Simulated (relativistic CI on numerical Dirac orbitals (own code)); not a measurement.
Method of calculation: Dirac-Coulomb-Breit CI, orbitals from a KLI potential per configuration, QED by a radiative potential, unscaled Slater integrals (own radial code, finite nucleus).

Configuration list (outside the closed core [Kr] 4d10): 4f14.5s2.5p6, 4f14.5s2.5p5.5d, 4f14.5s.5p6.5d, 4f14.5s2.5p5.5f, 4f14.5s2.5p5.5g, 4f14.5s2.5p5.6s, 4f13.5s2.5p6.5d, 4f14.5s.5p6.5f, 4f14.5s2.5p5.6p, 4f14.5s.5p6.5g, 4f13.5s2.5p6.6s, 4f14.5s2.5p5.6d, 4f14.5s.5p6.6s, 4f14.5s2.5p5.7s, 4f13.5s2.5p6.6p, 4f13.5s2.5p6.5f, 4f14.5s.5p6.6p, 4f14.5p6.5d2, 4f14.5p5.5d3, 4f14.5p5.5d2.5f, 4f14.5p5.5d2.5g, 4f14.5p5.5d2.6s, 4f13.5p6.5d3, 4f14.5p6.5f2, 4f14.5p5.5d.5f2, 4f14.5p5.5f3, 4f14.5p5.5f2.5g, 4f14.5p5.5f2.6s, 4f13.5p6.5d.5f2. Double excitations out of closed p, d and f shells are left out; levels of such configurations are missing from the list, as are those of other unlisted configurations, and high levels can miss mixing partners. These lack a partner that the ground configuration has and come out too high: 4f14.5s2.5p5.6p, 4f13.5s2.5p6.6s, 4f14.5s2.5p5.6d, 4f14.5s2.5p5.7s, 4f13.5s2.5p6.6p.

At this charge energies of transitions that change n are usually good to better than 1 %, and those within a shell (Δn = 0) to a few per cent. Levels and lines within the n = 5 or 6 shells can be off by up to 10 % or somewhat more, and those that change n by about 2 %, since core polarisation is missing.

Outline of the computed level scheme of Hg XIII. Lowest level of each configuration: 4f14.5s2.5p6 1S_0 at 0.000 eV; 4f14.5s2.5p5.5d 3P°_0 at 58.188 eV; 4f14.5s2.5p5.6s 3P°_2 at 107.709 eV; 4f13.5s2.5p6.5d 3P°_2 at 113.865 eV; 4f14.5s2.5p5.6p 3S_1 at 123.567 eV; 4f14.5s.5p6.5d 3D_1 at 125.388 eV.

Some strong electric-dipole decays among the lowest 45 levels: 4f14.5s2.5p5.5d 1P°_1 → 4f14.5s2.5p6 1S_0 (6.8e+11 s⁻¹); 4f13.5s2.5p6.5d 1P°_1 → 4f14.5s2.5p6 1S_0 (3.3e+11 s⁻¹); 4f14.5s2.5p5.5d 3D°_1 → 4f14.5s2.5p6 1S_0 (1.4e+11 s⁻¹); 4f14.5s2.5p5.6s 1P°_1 → 4f14.5s2.5p6 1S_0 (1.3e+11 s⁻¹); 4f13.5s2.5p6.5d 3D°_1 → 4f14.5s2.5p6 1S_0 (1.2e+11 s⁻¹); 4f14.5s2.5p5.6p 3D_3 → 4f14.5s2.5p5.5d 3F°_4 (8.1e+10 s⁻¹); 4f14.5s.5p6.5d 3D_2 → 4f14.5s2.5p5.5d 3F°_3 (6.7e+10 s⁻¹); 4f14.5s2.5p5.6s 3P°_1 → 4f14.5s2.5p6 1S_0 (5.7e+10 s⁻¹).

LS names give the leading component of a level, which can be under half, so a name can repeat, a term be missing and a line seem to break the LS rules.
